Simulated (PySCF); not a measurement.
Dipole moment and polarisability of `Oc1ccc2cnoc2c1`

C7H5NO2.
Cartesian coordinates in Å at the GFN2-xTB level; atoms count from 1:
```xyz
15
C7H5NO2 angstrom
O      2.9564   -0.3280   -0.1633
C      1.6168   -0.1439   -0.0906
C      1.1624    1.1882   -0.0261
C     -0.1734    1.4872    0.0497
C     -1.0821    0.4280    0.0660
C     -2.4944    0.2555    0.1369
N     -2.8110   -0.9997    0.1196
O     -1.6635   -1.7409    0.0362
C     -0.6153   -0.8999    0.0031
C      0.7337   -1.2109   -0.0785
H      3.1625   -1.2701   -0.2032
H      1.9086    1.9663   -0.0388
H     -0.5143    2.5092    0.0978
H     -3.2603    1.0021    0.1984
H      1.0696   -2.2353   -0.1292
```

Level: PBE0/def2-SVPD (PySCF), static field, nuclei fixed, core orbitals frozen in the response. The polarisability tensor in these axes (au):

```
x   128.36   2.98  -3.95
y     2.98  96.36   1.17
z    -3.95   1.17  51.54
```

Q: What are the eigenvalues, a third of the trace, and Δα (Δα² = ½Σ(αi − αj)² over the three pairs)?

A: Principal values 51.30, 96.13 and 128.82 au; mean 92.08 au = 13.65 Å³ = 15.18 × 10⁻⁴⁰ C²·m²/J; Δα = 67.41 au (73 % of the mean).

Q: What is the dipole moment, and where does it point?

A: (2.21, 1.14, -0.09) D, 2.49 D in size, pointing from the negative to the positive side. Measured along this direction, the outermost atoms are N7 at the negative end and H12 and O1 at the positive end.

Q: Sum over states: ᾱ = Σ f/ω², ω in Eh. What share falls to these 6 lowest TDDFT singlets (eV, f)? 4.94, 0.1153; 5.29, 0.0765; 6.02, 0.0000; 6.07, 0.0039; 6.09, 0.2628; 6.64, 0.2097.

A: They add up to 14.36 au, 15.6 % of the 92.08 au; the largest single term is 5.24 au, from the state at 6.09 eV. Terms in order: 3.50, 2.02, 0.00, 0.08, 5.24, 3.52 au. Higher excitations give the rest. The strengths listed sum to 0.668.

Q: What would n − 1 = 2πNα be for an ideal gas of these molecules at 500 K and 1 atm, electronic part alone?

A: N = p/kT = 1.4678 × 10¹⁹ cm⁻³, so n − 1 = 2π × N × 13.65 × 10⁻²⁴ cm³ = 1258 × 10⁻⁶ at long wavelengths.

Q: Orientational against electronic polarisability at 400 K (dilute gas, rigid molecules)?

A: In Gaussian units μ²/3kT = 37.35 Å³ against 13.65 Å³, a ratio of 2.74; the Debye molar polarisation (4π/3)N_A(α + μ²/3kT) is 128.6 cm³/mol, leaving out the vibrational part.

Q: Find the Langevin capture rate constant for NO+ (29.998 u) meeting this molecule (135.032 u), k = 2.342 × 10⁻⁹ cm³/s × √(α in Å³ / reduced mass in u).

A: The reduced mass is 24.55 u, so k = 1.75 × 10⁻⁹ cm³/s. The formula leaves out the permanent dipole, which adds to the capture rate.

One conformer (not necessarily the lowest) at the GFN2-xTB geometry, without solvent, vibrations or thermal averaging.
